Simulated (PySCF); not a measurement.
A species of formula C2H7IOSi2 has this rotational fingerprint, computed with PBE0-D3(BJ)/def2-SVP geometry optimisation, gas phase, def2 core potentials past Kr in PySCF 2.14.0:

- Rotational constants: A = 3501, B = 337.2, C = 309.9 MHz
- Dipole components: |μa| = 1.17 D, |μb| = 0.34 D, |μc| = 0.07 D
- Inertial defect: -12.09 u·Å²
- κ: -0.98

Problem. Which structure is it? (One computed conformer of each.)
A. `[SiH3:1][O:2][SiH2:3]/[CH:4]=[CH:5]/[I:6]` with Si1–O2–Si3–C4 -171°, O2–Si3–C4–C5 0°
B. `[I:1][Si@H:2]1[CH2:3][CH2:4][SiH2:5][O:6]1` with I1–Si2–C3–C4 139°, Si2–C3–C4–Si5 -30°, C3–C4–Si5–O6 28°, C4–Si5–O6–Si2 -13°

Solution. A. It is [SiH3]O[SiH2]/C=C/I, a near-prolate asymmetric top. The candidates at the same level (rigid rotor, commonest isotopes):

```tsv
SMILES	A (MHz)	B (MHz)	C (MHz)	μa (D)	μb (D)	μc (D)	Δ (u·Å²)	point group	rotor
I[Si@H]1CC[SiH2]O1	3535	582.3	544.2	2.20	1.87	0.24	-82.23	C1	near-prolate asymmetric top
[SiH3]O[SiH2]/C=C/I	3501	337.2	309.9	1.17	0.34	0.07	-12.09	near Cs	near-prolate asymmetric top
```

`I[Si@H]1CC[SiH2]O1` has C 76 % too high. No structure here is proved a minimum.
